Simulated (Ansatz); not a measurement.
The atomisation energy (no zero-point term) down a group: B to In

All atoms of one element are swapped for its congeners: B2H2F4 `F[BH-]1[F+][BH-](F)[F+]1`; Al2H2F4 `[F][AlH-]1[F+][AlH-]([F])[F+]1`; In2H2F4 `[F][InH-]1[F+][InH-]([F])[F+]1`. The Ga member is missing. All are singlets with charge 0.

Shapes, held fixed at every level: PBE0-D4/def2-TZVP. Programs: Ansatz 0.2.0. Values in eV.

```
             level  B2H2F4  Al2H2F4  In2H2F4
       HF/def2-SVP   27.28    25.49    16.92
  SPW92/def2-TZVPP   40.93    36.86    28.87
 PBE-D4/def2-TZVPP   35.92    32.75    24.81
PBE0-D4/def2-TZVPP   34.98    32.06    23.90
wB97X-V/def2-TZVPP   35.07    32.91    24.92
    MP2/def2-TZVPP   35.88    33.71    24.98
```

At MP2/def2-TZVPP the atomisation energy falls at every step, from 35.88 to 24.98 eV. Every level shows the same order. For atoms past krypton def2 sets carry core potentials with scalar relativity. Outer-core shells of In are correlated, in sets that cover them unevenly. Spin-orbit coupling, which grows down the group, is left out (summed over each molecule's free atoms 0.07, 0.09, 0.43 eV).
